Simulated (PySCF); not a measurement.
NICS in isomers of C7H11PS.

Definitions: NICS(0) = −σiso at the ring centroid; NICS(1) = −σiso and NICS(1)zz = −σzz at ±1 Å along the ring normal z. Level: GIAO PBE0/pcSseg-1 (PySCF, non-relativistic, gas phase) on the PBE0-D3(BJ)/def2-SVP geometries, one conformer each. Atom numbers follow the mapped SMILES.

Question: Order these rings by mean NICS(1)zz, lowest (most negative) first (ppm).
A. ring P3–C5–C6–C7–C9 in `[CH3:1][CH2:2][P@@:3]1(=[S:4])[CH:5]=[CH:6][C:7]([CH3:8])=[CH:9]1`
B. ring C5–P6–C7–C8–S9 in `[CH3:1][C:2]([CH3:3])([CH3:4])[c:5]1[p:6][cH:7][cH:8][s:9]1`
C. ring C2–P3–C4–C5–S9 in `[CH3:1][c:2]1[p:3][cH:4][c:5]([CH:6]([CH3:7])[CH3:8])[s:9]1`

Answer: B (-25.1), C (-22.5), A (-2.3).

```json
{"SMILES": "CC(C)(C)c1pccs1", "ring": "5-membered ring with P and S; formal bonds all aromatic", "NICS(0)": "-11.3", "NICS(1)": "-11.2", "NICS(1)zz": "-25.1", "HOMA": "0.77", "rms pucker (Å)": "0.00", "ring atoms with four or more neighbours": "0"}
{"SMILES": "Cc1pcc(C(C)C)s1", "ring": "5-membered ring with P and S; formal bonds all aromatic", "NICS(0)": "-10.3", "NICS(1)": "-10.4", "NICS(1)zz": "-22.5", "HOMA": "0.78", "rms pucker (Å)": "0.00", "ring atoms with four or more neighbours": "0"}
{"SMILES": "CC[P@@]1(=S)C=CC(C)=C1", "ring": "5-membered ring with P; formal bonds 2 double, 3 single", "NICS(0)": "-1.2", "NICS(1)": "-3.4", "NICS(1)zz": "-2.3", "HOMA": "–", "rms pucker (Å)": "0.01", "ring atoms with four or more neighbours": "1"}
```

NICS(0) gives the same order. The isotropic NICS(1) gives the same order. HOMA uses Krygowski's 1993 parameters; it is left out where a ring has a four-coordinate atom, a triple bond, no multiple bond or a kind of bond without parameters. NICS(1) and NICS(1)zz are means over the two faces.
